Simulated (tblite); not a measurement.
Species: C7H7NO.
SMILES with atom numbers: `[CH3:1][C:2]([CH3:3])([C:4]#[N:5])[c:6]1[cH:7][c:8]1=[O:9]` (hydrogens: H10, H11, H12 on C1; H13, H14, H15 on C3; H16 on C7)

Computed with GFN2-xTB (tblite), gas phase: Langevin dynamics at 200 K from the optimised GFN2-xTB geometry, time step 0.5 fs, friction 0.01 fs⁻¹, 2000 steps.

Start geometry:
```
atom  x, y, z in Å
C1     -0.946   -0.098    1.373
C2     -0.299    0.381    0.062
C3     -1.222    0.099   -1.135
C4     -0.030    1.806    0.144
N5      0.198    2.924    0.207
C6      0.980   -0.346   -0.136
C7      2.323   -0.270   -0.277
C8      1.718   -1.564   -0.313
O9      1.762   -2.750   -0.412
H10    -1.904    0.398    1.517
H11    -1.105   -1.173    1.329
H12    -0.305    0.128    2.223
H13    -0.777    0.466   -2.058
H14    -1.385   -0.973   -1.225
H15    -2.180    0.594   -0.990
H16     3.164    0.386   -0.317
```

The statistics below take the 31 frames saved every 25 fs from 250 to 1000 fs; their kinetic temperature (all 3N coordinates) averages 204 K.

Task: How do the bond lengths spread?

Result: 
```json
{"bond": "C1–C2", "start (Å)": "1.538", "mean (Å)": "1.544", "standard deviation (Å)": "0.033", "shortest (Å)": "1.479", "longest (Å)": "1.631"}
{"bond": "C2–C3", "start (Å)": "1.538", "mean (Å)": "1.541", "standard deviation (Å)": "0.029", "shortest (Å)": "1.497", "longest (Å)": "1.615"}
{"bond": "C2–C4", "start (Å)": "1.452", "mean (Å)": "1.457", "standard deviation (Å)": "0.024", "shortest (Å)": "1.411", "longest (Å)": "1.500"}
{"bond": "C4≡N5", "start (Å)": "1.143", "mean (Å)": "1.143", "standard deviation (Å)": "0.008", "shortest (Å)": "1.127", "longest (Å)": "1.162"}
{"bond": "C2–C6", "start (Å)": "1.484", "mean (Å)": "1.485", "standard deviation (Å)": "0.030", "shortest (Å)": "1.439", "longest (Å)": "1.585"}
{"bond": "C6–C7", "start (Å)": "1.353", "mean (Å)": "1.354", "standard deviation (Å)": "0.016", "shortest (Å)": "1.320", "longest (Å)": "1.408"}
{"bond": "C7–C8", "start (Å)": "1.429", "mean (Å)": "1.431", "standard deviation (Å)": "0.022", "shortest (Å)": "1.384", "longest (Å)": "1.468"}
{"bond": "C8=O9", "start (Å)": "1.191", "mean (Å)": "1.193", "standard deviation (Å)": "0.010", "shortest (Å)": "1.175", "longest (Å)": "1.215"}
{"bond": "C6–C8", "start (Å)": "1.435", "mean (Å)": "1.434", "standard deviation (Å)": "0.017", "shortest (Å)": "1.399", "longest (Å)": "1.463"}
{"bond": "C1–H10", "start (Å)": "1.088", "mean (Å)": "1.092", "standard deviation (Å)": "0.025", "shortest (Å)": "1.043", "longest (Å)": "1.154"}
{"bond": "C1–H11", "start (Å)": "1.088", "mean (Å)": "1.093", "standard deviation (Å)": "0.022", "shortest (Å)": "1.056", "longest (Å)": "1.146"}
{"bond": "C1–H12", "start (Å)": "1.088", "mean (Å)": "1.090", "standard deviation (Å)": "0.027", "shortest (Å)": "1.033", "longest (Å)": "1.159"}
{"bond": "C3–H13", "start (Å)": "1.088", "mean (Å)": "1.091", "standard deviation (Å)": "0.019", "shortest (Å)": "1.054", "longest (Å)": "1.131"}
{"bond": "C3–H14", "start (Å)": "1.088", "mean (Å)": "1.089", "standard deviation (Å)": "0.019", "shortest (Å)": "1.040", "longest (Å)": "1.121"}
{"bond": "C3–H15", "start (Å)": "1.088", "mean (Å)": "1.091", "standard deviation (Å)": "0.025", "shortest (Å)": "1.035", "longest (Å)": "1.142"}
{"bond": "C7–H16", "start (Å)": "1.067", "mean (Å)": "1.071", "standard deviation (Å)": "0.032", "shortest (Å)": "1.026", "longest (Å)": "1.148"}
```

Task: How far does each atom move about its mean position (frames aligned on the start, all atoms weighted alike), and what rms force does it feel?

Result: 
| atom | rms displacement (Å) | rms force (eV/Å) |
| --- | --- | --- |
| C1 | 0.14 | 1.68 |
| C2 | 0.09 | 1.73 |
| C3 | 0.12 | 1.55 |
| C4 | 0.17 | 1.38 |
| N5 | 0.33 | 1.08 |
| C6 | 0.09 | 1.17 |
| C7 | 0.31 | 1.62 |
| C8 | 0.28 | 1.16 |
| O9 | 0.67 | 0.91 |
| H10 | 0.23 | 0.82 |
| H11 | 0.30 | 0.80 |
| H12 | 0.28 | 0.98 |
| H13 | 0.26 | 0.72 |
| H14 | 0.23 | 0.77 |
| H15 | 0.25 | 0.97 |
| H16 | 0.71 | 1.04 |

The displacements run from 0.09 to 0.71 Å, the largest at H16.

Task: Follow the torsion C1–C2–C6–C7 through every second one of these frames.

Result: 
| t (fs) | C1–C2–C6–C7 (°) |
| --- | --- |
| 250 | -160 |
| 300 | -162 |
| 350 | -153 |
| 400 | -160 |
| 450 | -172 |
| 500 | -166 |
| 550 | -173 |
| 600 | -171 |
| 650 | -174 |
| 700 | -157 |
| 750 | -145 |
| 800 | -123 |
| 850 | -110 |
| 900 | -103 |
| 950 | -82 |
| 1000 | -77 |

Largest departure from the start value over all these frames: C1–C2–C6–C7 59° (start -120°).

Task: How widely does the potential energy scatter, against a harmonic estimate?

Result: Mean 0.37 eV above the start, standard deviation 0.074 eV, range 0.25 to 0.54 eV. For 42 classical harmonic modes at 200 K the canonical values are 42kT/2 = 0.36 eV and kT·√(42/2) = 0.079 eV.

The run is classical and short, so these are rough statistics of one trajectory.

The cost below is that of the whole dynamics run. Hardware: one thread of an AMD EPYC 7R13, shared host with 192 logical CPUs at a one-minute load of 36. Cost: 13 s of wall time, 0.18 GiB resident at most.
